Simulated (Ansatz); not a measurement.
NO2 (SMILES [O]N=O), doublet, geometry from GFN2-xTB; B3LYP/cc-pVDZ (Ansatz, a quantum-chemistry and plane-wave program).

The Ansatz input:
Ansatz 0.2 input:
```yaml
crystal:
  periodic: [false, false, false]
  atoms:
    - {symbol: N, position_ang: [0.02634660, -0.00099173, 0.29394606]}
    - {symbol: O, position_ang: [0.01046225, 1.10203615, -0.12685565]}
    - {symbol: O, position_ang: [-0.03351552, -1.10116839, -0.13034716]}
basis:
  gaussian:
    orbitals: cc-pVDZ
hamiltonian:
  xc: b3lyp
magnetization: {spin_polarized: true, initial_magnetization: 1}
```

It wrote (shortened):

```
Functional definition: B3LYP
394 factors; integrals over basis functions are off by at most 8.2e-4 eV
mean field evaluation 1: about -5578.5102 eV, gradient 2.7e1 eV
mean field evaluation 2: about -5574.1179 eV, gradient 4.6e1 eV
mean field evaluation 4: about -5580.6769 eV, gradient 6.8e-1 eV
mean field evaluation 8: about -5580.8126 eV, gradient 1.9e-2 eV
mean field evaluation 16: about -5580.8126 eV, gradient 6.9e-5 eV
mean field -5580.81259297 eV, -205.0910799810 hartree, gradient 2.3e-5 eV, S^2 0.752882; 0 other end points of the search recorded, 0 dependent functions left out
reference -5580.81268932 eV, -205.0910835218 hartree; 12, 11 occupied and 30, 31 virtual orbitals, 394 factors
Total energy: -5580.81268932 eV, -205.0910835218 hartree
```
